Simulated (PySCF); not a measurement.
Job for PySCF: D3(BJ) and D4 dispersion corrections on CH4O2 (a complex), monomers drawn apart or pushed together.

```python
from pyscf import gto
from pyscf.dispersion import dftd3, dftd4

mol = gto.M(
    atom='''
    O     0.27470414   -0.11455422    0.53960396
    H    -0.46269598   -0.44100008    1.07826482
    H    -0.04261553   -0.11150345   -0.36776118
    C    -0.44837687   -0.37856800    3.86248486
    O    -1.32731209   -0.80266557    3.15709023
    H     0.47182051    0.05891411    3.43991220
    H    -0.53088711   -0.41172911    4.96356848
    ''',
    basis='def2-svp',
    charge=0, spin=0, verbose=0, max_memory=1800)
d3, d4 = {}, {}
for xc in ['hf', 'pbe', 'blyp', 'revpbe', 'tpss', 'r2scan', 'b3lyp', 'pbe0', 'bhlyp', 'camb3lyp', 'b2plyp']:
    d3[xc] = float(dftd3.DFTD3Dispersion(mol, xc=xc, version='d3bj', atm=False).get_dispersion()['energy'])
    print(f'D3(BJ) {xc:10s} {d3[xc]:14.8f} Eh')
for xc in ['hf', 'pbe', 'blyp', 'revpbe', 'tpss', 'r2scan', 'b3lyp', 'pbe0', 'bhlyp', 'camb3lyp', 'b2plyp']:
    d4[xc] = float(dftd4.DFTD4Dispersion(mol, xc={'camb3lyp': 'cam-b3lyp'}.get(xc, xc), atm=True).get_dispersion()['energy'])
    print(f'D4     {xc:10s} {d4[xc]:14.8f} Eh')
```

The log:

```
D3(BJ) hf            -0.01981148 Eh
D3(BJ) pbe           -0.00232790 Eh
D3(BJ) blyp          -0.00466613 Eh
D3(BJ) revpbe        -0.00613736 Eh
D3(BJ) tpss          -0.00283527 Eh
D3(BJ) r2scan        -0.00065718 Eh
D3(BJ) b3lyp         -0.00377394 Eh
D3(BJ) pbe0          -0.00193243 Eh
D3(BJ) bhlyp         -0.00279038 Eh
D3(BJ) camb3lyp      -0.00162921 Eh
D3(BJ) b2plyp        -0.00165221 Eh
D4     hf            -0.00722239 Eh
D4     pbe           -0.00192925 Eh
D4     blyp          -0.00426222 Eh
D4     revpbe        -0.00682400 Eh
D4     tpss          -0.00260401 Eh
D4     r2scan        -0.00052544 Eh
D4     b3lyp         -0.00301951 Eh
D4     pbe0          -0.00162462 Eh
D4     bhlyp         -0.00201059 Eh
D4     camb3lyp      -0.00161071 Eh
D4     b2plyp        -0.00135819 Eh
```

The run finished.

Cost: around 0.06 core-seconds (rough).
